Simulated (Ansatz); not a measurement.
Program: Ansatz. Geometries: PBE0-D4/def2-TZVP. ΔE: electronic, gas phase. CCSD(T)/CBS is the MP2 limit (def2-TZVPP, def2-QZVPP) plus CCSD(T) − MP2 in def2-TZVPP, frozen cores. DFT in def2-TZVPP. B3LYP here is the variant with VWN-RPA as its local correlation; programs differ in this. Each species was taken in one conformer, which may not be the lowest.

Consider the redistribution: `C[Si](N)(O)F` + `C=C[SiH2]BN` → `C=C[Si](C)(O)F` + `NB[SiH2]N`.

`C[Si](N)(O)F`:

Cartesian coordinates in Å:
```
C -0.732 1.242 0.355
Si 0.118 -0.233 -0.363
N 0.289 -1.449 0.800
O 1.625 0.050 -0.940
F -0.755 -0.671 -1.643
H -1.706 0.970 0.771
H -0.903 2.001 -0.411
H -0.131 1.685 1.152
H -0.424 -1.650 1.479
H 0.926 -2.216 0.671
H 1.693 0.272 -1.870
```

`C=C[SiH2]BN`:

Cartesian coordinates in Å:
```
C -2.481 0.182 -1.029
C -1.424 -0.499 -0.596
Si 0.333 0.125 -0.704
B 1.150 0.412 1.121
N 2.283 -0.288 1.506
H -3.495 -0.199 -0.931
H -2.379 1.153 -1.503
H -1.600 -1.469 -0.129
H 0.306 1.396 -1.487
H 1.152 -0.863 -1.478
H 0.680 1.180 1.914
H 2.752 -0.953 0.912
H 2.723 -0.178 2.405
```

`C=C[Si](C)(O)F`:

```xyz
13

C    -1.477    0.926    1.315
C    -0.864    1.017    0.137
Si    0.695    0.098   -0.262
C     0.461   -1.377   -1.346
O     1.436   -0.415    1.105
F     1.643    1.144   -1.025
H    -2.397    1.460    1.536
H    -1.082    0.306    2.115
H    -1.315    1.651   -0.626
H     1.424   -1.836   -1.581
H    -0.023   -1.095   -2.284
H    -0.164   -2.121   -0.849
H     1.661    0.243    1.764
```

`NB[SiH2]N`:

Cartesian coordinates in Å:
```
N 0.389 -1.348 -1.612
B -0.225 -0.217 -1.094
Si -0.376 0.036 0.906
N 0.237 1.527 1.552
H 0.486 -1.528 -2.599
H 0.775 -2.079 -1.036
H -0.642 0.588 -1.883
H -1.808 -0.020 1.325
H 0.340 -1.087 1.594
H 1.187 1.793 1.341
H -0.362 2.337 1.506
```

(1) Is it downhill or uphill in electronic energy at CCSD(T)/CBS, and by how much? (Estimate.)

(2) What do these levels give: PBE, B3LYP, HF/def2-TZVPP, SCS-MP2/def2-TZVPP, HF/def2-QZVPP, HF/CBS(def2)? (Estimate.)

Largest T1 diagnostic among the species: 0.013.

Results:

(1) The calculation gave: Uphill: ΔE = +28.7 kJ/mol.

(2) Computed: PBE 27.6, B3LYP 27.7, HF/def2-TZVPP 28.5, SCS-MP2/def2-TZVPP 27.1, HF/def2-QZVPP 28.5, HF/CBS(def2) 28.5 kJ/mol.
